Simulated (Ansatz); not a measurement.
BH₈NOSi₂, SMILES `OBN([SiH3])[SiH3]`, relaxed with RKS PBE0-D4/def2-TZVP in the Gaussian-basis code of Ansatz from a PBE-D4/def2-SVP geometry. The force threshold is 0.005 eV/Å; the program also tests the step.

Charge 0, multiplicity 1.

Start:

```xyz
13

O    -0.730    1.408    1.730
B    -1.100    0.424    0.843
N    -0.088   -0.075   -0.042
Si   -0.430   -1.332   -1.243
Si    1.553    0.615    0.089
H    -1.465    1.696    2.297
H    -2.244   -0.005    0.807
H    -0.188   -0.817   -2.636
H    -1.865   -1.750   -1.104
H     0.465   -2.523   -1.030
H     1.558    2.088   -0.203
H     2.381   -0.092   -0.951
H     2.151    0.364    1.443
```

(1) How much energy does the relaxation release, and in how many steps? (Best estimate.)

(2) Which bonds change most? (Best estimate.)

(3) Give the relaxed structure. (Estimate.)

Results:

(1) Ansatz gave: 5.73 kJ/mol, in 8 steps, 1 of them rejected.

(2) The calculation gave: N3–Si5 from 1.786 to 1.753 Å; N3–Si4 from 1.772 to 1.741 Å; B2–H7 from 1.222 to 1.201 Å; Si5–H11 from 1.501 to 1.483 Å.

(3) Ansatz gave: 
```xyz
13

O    -0.734    1.389    1.726
B    -1.093    0.415    0.835
N    -0.087   -0.071   -0.042
Si   -0.415   -1.310   -1.222
Si    1.528    0.603    0.073
H    -1.452    1.677    2.290
H    -2.217   -0.007    0.803
H    -0.141   -0.808   -2.594
H    -1.840   -1.707   -1.112
H     0.453   -2.494   -0.987
H     1.532    2.057   -0.215
H     2.338   -0.098   -0.961
H     2.127    0.352    1.406
```
